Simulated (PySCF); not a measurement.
**Spin states of CoO**

Unrestricted PBE0; basis Co def2-TZVPP, O def2-TZVPP; no relativity; PySCF 2.14. Outer shells of the fragments: Co 3d7 4s2; O 2s2 2p4.

Followed along the bond (rough minima from three points):

```json
{"2Ms+1": "4", "unpaired": "π ↑↑, δ ↑", "⟨S²⟩ at the start": "3.84", "R at minimum (Å)": "1.61", "Te (eV)": "0.00"}
{"2Ms+1": "4", "unpaired": "σ ↑, π ↑↑", "⟨S²⟩ at the start": "3.77", "R at minimum (Å)": "1.58", "Te (eV)": "0.23"}
{"2Ms+1": "4", "unpaired": "σ ↑, π ↑, δ ↑", "⟨S²⟩ at the start": "3.80", "R at minimum (Å)": "1.65", "Te (eV)": "0.37"}
{"2Ms+1": "4", "unpaired": "σ ↑, π ↑, δ ↑", "⟨S²⟩ at the start": "3.79", "R at minimum (Å)": "1.65", "Te (eV)": "0.39"}
{"2Ms+1": "6", "unpaired": "σ ↑↑, π ↑↑, δ ↑", "⟨S²⟩ at the start": "8.77", "R at minimum (Å)": "1.65", "Te (eV)": "0.63"}
{"2Ms+1": "2", "unpaired": "σ ↓, π ↑↑", "⟨S²⟩ at the start": "1.77", "R at minimum (Å)": "1.58", "Te (eV)": "0.76"}
```

Solutions found at the starting distance of 1.670 Å, counted from the lowest of them; the search is not exhaustive and high or unbound solutions are not listed, so other states can lie among these:

| 2Ms+1 | unpaired | term | E (eV) | ⟨S²⟩ | ⟨Lz²⟩ | μ (D) |
| --- | --- | --- | --- | --- | --- | --- |
| 4 | π ↑↑, δ ↑ | ⁴Δ | 0.00 | 3.84 | 4.01 | -5.13 |
| 4 | σ ↑, π ↑, δ ↑ | mixed | 0.33 | 3.80 | 4.87 | -5.46 |
| 4 | σ ↑, π ↑↑ | ⁴Σ⁻ | 0.33 | 3.77 | 0.00 | -5.80 |
| 4 | σ ↑, π ↑, δ ↑ | mixed | 0.34 | 3.79 | 5.02 | -5.40 |
| 6 | σ ↑↑, π ↑↑, δ ↑ | ⁶Δ | 0.59 | 8.77 | 4.01 | -1.65 |
| 2 | σ ↓, π ↑↑ | mixed | 0.88 | 1.77 | 0.00 | -5.60 |

A term symbol is given only where ⟨S²⟩ and ⟨Lz²⟩ are close to those of a pure state; real π, δ and φ orbitals otherwise mix terms. A positive dipole means Co(−)O(+).

Question: Compare the gap between the two lowest followed solutions at the starting distance with the gap between their minima.

Answer: At PBE0 the second solution (quartet, unpaired electrons σ ↑, π ↑↑) lies +0.33 eV from the first (quartet, unpaired electrons π ↑↑, δ ↑) at 1.670 Å and +0.23 eV at the minima; the two curves relax by different amounts, since their minima lie near 1.58 and 1.61 Å.

With d or f electrons several states lie close, and the lowest PBE0 determinant need not be the measured ground state.
